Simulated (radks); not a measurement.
Q: Charge is removed step by step from the 5s1/2 level of the europium ion Eu8+, starting from [Kr] 4d10 4f5 5s2 5p2. All-electron calculation, Dirac Kohn-Sham, PBE, spin-unpolarised, spherical densities, point nucleus; open shells are shared between the two j in proportion to 2j + 1. Program: a radial shooting solver on a logarithmic mesh with Libxc functionals. At the starting occupation the eigenvalue is -151.99 eV. Estimate the energy to remove one whole electron from this level, the eigenvalue at the end, and how far E(n) bends from a straight line.

A: Delta-SCF 160.74 eV; final eigenvalue -169.54 eV; the deviation from the straight line is -2.193 eV at 0.5 electron removed, the largest on the grid computed. Slater's transition state (half an electron removed) gives 160.73 eV. Integrating minus the eigenvalue over the occupation (Janak's theorem) gives 160.74 eV. The mean slope of the eigenvalue, de/dn, is 17.5 eV per electron.
